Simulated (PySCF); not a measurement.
C₆ coefficients of unlike pairs at PBE

Calculated with PySCF 2.14 from the dipole response of each species, C₆(A,B) = (3/π) ∫ α_A(iu) α_B(iu) du, in atomic units, from isotropic polarisabilities. For ions this is the dispersion term alone; charge-induced terms of lower order in 1/R come first.

| species | configuration | basis | relativity | α (bohr³) | C₆ (like pair) |
| --- | --- | --- | --- | --- | --- |
| Rh²⁺ | [Kr] 4d7 (4F) | aug-cc-pVTZ-PP with ECP28MDF (6s6p5d3f2g) | core potential | 7.748 | 41.42 |
| I³⁺ | [Kr] 4d10 5s2 5p2 (3P) | x2c-TZVPPall with one added diffuse shell each of s, p, d, f type (9s7p5d3f) | spin-free X2C | 10.01 | 56.42 |
| Xe | [Xe] (1S) | aug-cc-pVTZ-PP with ECP28MDF (6s5p4d2f) | core potential | 28.63 | 303.5 |
| Sc | [Ar] 3d1 4s2 (2D) | aug-cc-pVTZ-DK (8s7p5d3f2g) | spin-free X2C | 124.1 | 1521 |

Problem. Estimate C₆ for Sc with I³⁺.

Solution. The integral gives 219.8. The combination rule 2 C_A C_B / (C_A α_B/α_A + C_B α_A/α_B) gives 208.9 and the geometric mean 293.0.

No spin-orbit coupling is included.

The other pairs:

| pair | C₆ |
| --- | --- |
| I³⁺, Rh²⁺ | 48.02 |
| Xe, I³⁺ | 127.8 |
| Sc, Xe | 572.4 |
| Sc, Rh²⁺ | 175.7 |
| Xe, Rh²⁺ | 106.5 |
